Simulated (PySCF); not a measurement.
Compound: cyclo-(F2GeO)5.
Bonds: Ge1–F2, Ge1–F3, Ge1–O4, Ge1–O20, O4–Ge5, Ge5–F6, Ge5–F7, Ge5–O8, O8–Ge9, Ge9–F10, Ge9–F11, Ge9–O12, O12–Ge13, Ge13–F14, Ge13–F15, Ge13–O16, O16–Ge17, Ge17–F18, Ge17–F19, Ge17–O20.

Computed by this run: PBE0-D3(BJ)/def2-SVP geometry optimisation, gas phase (PySCF 2.14.0); density fitting, grid level 1; the optimiser is geomeTRIC in internal coordinates, started from a GFN2-xTB structure with every atom displaced at random (about 0.03 Å).

Step 10: E = -319875.9277 eV
```
atom  x, y, z in Å  |  force x, y, z in eV/Å
Ge1    -1.5649    1.1600    0.7443   -0.047   0.008  -0.004
F2     -2.4378    2.2017    1.7659    0.019  -0.002   0.038
F3     -1.0979    2.0953   -0.6180   -0.018  -0.027  -0.018
O4     -0.0744    0.5965    1.4551    0.061   0.007   0.037
Ge5     1.4530    1.4669    1.4438   -0.035   0.030  -0.051
F6      1.1662    3.0330    2.0561    0.001   0.001   0.026
F7      2.5564    0.6939    2.4737    0.021  -0.003   0.003
O8      2.0837    1.6535   -0.1680   -0.077  -0.040   0.001
Ge9     1.5813    0.9686   -1.6859   -0.038  -0.068   0.035
F10     2.9597    0.2811   -2.4198    0.012  -0.001  -0.011
F11     0.9488    2.1309   -2.7473    0.004   0.025  -0.002
O12     0.4008   -0.3149   -1.4448    0.055   0.051  -0.068
Ge13    0.7069   -1.8387   -0.6527   -0.021  -0.051   0.078
F14     1.8648   -1.5111    0.5715   -0.021  -0.004   0.003
F15     1.3980   -3.0072   -1.6755    0.001   0.015  -0.042
O16    -0.7646   -2.4697    0.0010    0.038   0.077  -0.007
Ge17   -2.3973   -1.9032    0.1962   -0.040  -0.040   0.033
F18    -3.0106   -2.6323    1.6058   -0.008  -0.002   0.002
F19    -3.3304   -2.4124   -1.1324   -0.009   0.001   0.009
O20    -2.5794   -0.1778    0.3305    0.104   0.024  -0.063
```

Step 11: E = -319875.9326 eV
```
atom  x, y, z in Å  |  force x, y, z in eV/Å
Ge1    -1.5606    1.1585    0.7437   -0.006   0.019   0.051
F2     -2.4341    2.1625    1.8028    0.008   0.001  -0.008
F3     -1.0952    2.1176   -0.6022   -0.026  -0.005  -0.011
O4     -0.0693    0.5960    1.4541    0.047  -0.021   0.026
Ge5     1.4490    1.4799    1.4424   -0.034   0.020  -0.009
F6      1.1462    3.0392    2.0654    0.019  -0.003  -0.002
F7      2.5644    0.7151    2.4662    0.013  -0.004  -0.005
O8      2.0694    1.6624   -0.1719   -0.059  -0.027  -0.048
Ge9     1.5765    0.9608   -1.6873    0.063   0.026   0.066
F10     2.9660    0.2750   -2.4029   -0.006  -0.013  -0.007
F11     0.9585    2.1180   -2.7628   -0.019   0.015   0.002
O12     0.3989   -0.3195   -1.4425    0.019  -0.020  -0.030
Ge13    0.7063   -1.8461   -0.6505   -0.099  -0.010   0.027
F14     1.8711   -1.5317    0.5672    0.034  -0.007  -0.004
F15     1.3658   -3.0066   -1.7035    0.016   0.005  -0.003
O16    -0.7580   -2.4655    0.0313    0.060   0.036  -0.027
Ge17   -2.3940   -1.9016    0.1938   -0.038  -0.034   0.021
F18    -3.0284   -2.5996    1.6101   -0.009  -0.006  -0.013
F19    -3.3102   -2.4267   -1.1404   -0.013  -0.006   0.022
O20    -2.5599   -0.1735    0.2864    0.031   0.035  -0.048
```

Task: Estimate the geometry and energy of step 12. (The exact step hangs on the optimiser's Hessian estimate; all steps are aligned on step 11, rigid shifts and turns removed.)

Result: E = -319875.9337 eV, largest force 0.106 eV/Å
```
atom  x, y, z in Å  |  force x, y, z in eV/Å
Ge1    -1.5607    1.1580    0.7474    0.026   0.026   0.047
F2     -2.4406    2.1331    1.8282   -0.001   0.005  -0.017
F3     -1.1043    2.1369   -0.5872   -0.017  -0.002   0.006
O4     -0.0660    0.6011    1.4575    0.010  -0.035   0.003
Ge5     1.4457    1.4940    1.4422   -0.011   0.021   0.020
F6      1.1377    3.0512    2.0679    0.019  -0.003  -0.012
F7      2.5701    0.7357    2.4617    0.002  -0.010  -0.008
O8      2.0609    1.6715   -0.1734   -0.041  -0.011  -0.047
Ge9     1.5806    0.9558   -1.6855    0.088   0.038   0.044
F10     2.9780    0.2713   -2.3872   -0.016  -0.013  -0.004
F11     0.9677    2.1075   -2.7704   -0.025   0.005   0.007
O12     0.4045   -0.3243   -1.4423   -0.002  -0.037   0.003
Ge13    0.7043   -1.8551   -0.6532   -0.069   0.025   0.001
F14     1.8848   -1.5605    0.5535    0.031   0.001  -0.019
F15     1.3365   -3.0116   -1.7278    0.010  -0.008   0.009
O16    -0.7540   -2.4622    0.0510    0.035   0.016  -0.026
Ge17   -2.3930   -1.9007    0.1920   -0.026  -0.013   0.014
F18    -3.0418   -2.5773    1.6120   -0.005  -0.009  -0.011
F19    -3.3014   -2.4402   -1.1415   -0.011  -0.006   0.018
O20    -2.5465   -0.1702    0.2544    0.001   0.010  -0.026
```

The energy changes by -0.0011 eV. The first-order estimate −F·Δx gives -0.0027 eV and the mean of the old and new forces, exact on a quadratic surface, -0.0014 eV. The step makes an angle of 83° with the force vector and moves no atom by more than 0.039 Å.

What follows is the cost of the whole optimisation. Hardware: 2 threads, Intel Xeon Platinum 8375C at 2.90 GHz (x86_64), shared host with 96 logical CPUs at a one-minute load of 44. Cost: 43 min wall, 89 min CPU, 5.0 GiB resident at most.
